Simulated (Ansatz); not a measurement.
C₂H₆AlBO, SMILES `C=[C]([AlH2])BO` from Hartree–Fock to CCSD(T)

```xyz
11

C    -0.5844    0.4898   -1.2763
C    -0.1183   -0.0832   -0.1521
Al   -0.4017   -2.0015   -0.0144
B     0.5136    0.8121    0.9457
O     1.2711    1.8770    0.5735
H    -1.0622   -0.0788   -2.0747
H    -0.5224    1.5651   -1.4502
H    -0.0146   -2.8287    1.2856
H    -1.0386   -2.7248   -1.2792
H     0.3545    0.5932    2.1211
H     1.6029    2.3797    1.3209
```

Total charge 0; spin multiplicity 1. All single points use the PBE0-D4/def2-TZVP geometry. It is one conformer, not always the lowest. Frozen core, restricted reference, Ansatz 0.2.0. CBS rows extrapolate triple and quadruple zeta; past MP2 they add the triple-zeta difference.

| basis | HF (Eh) | MP2 corr. | CCSD corr. | (T) | CCSD(T) total |
| --- | --- | --- | --- | --- | --- |
| def2-SVP | -420.50250 | -0.59488 | -0.64439 | -0.02043 | -421.16732 |
| def2-TZVPP | -420.79283 | -0.73668 | -0.77795 | ? | ? |
| def2-QZVPP | ? | ? | – | – | – |
| CBS(def2) | -420.81036 | ? | -0.86840 | as TZ | ? |

(1) Fill in the withheld values. (An estimate is asked.)

Answers

(1) Computed: def2-TZVPP (T): -0.03213; def2-TZVPP CCSD(T) total: -421.60291; def2-QZVPP HF (Eh): -420.80824; def2-QZVPP MP2 corr.: -0.78864; CBS(def2) MP2 corr.: -0.82713; CBS(def2) CCSD(T) total: -421.71089.
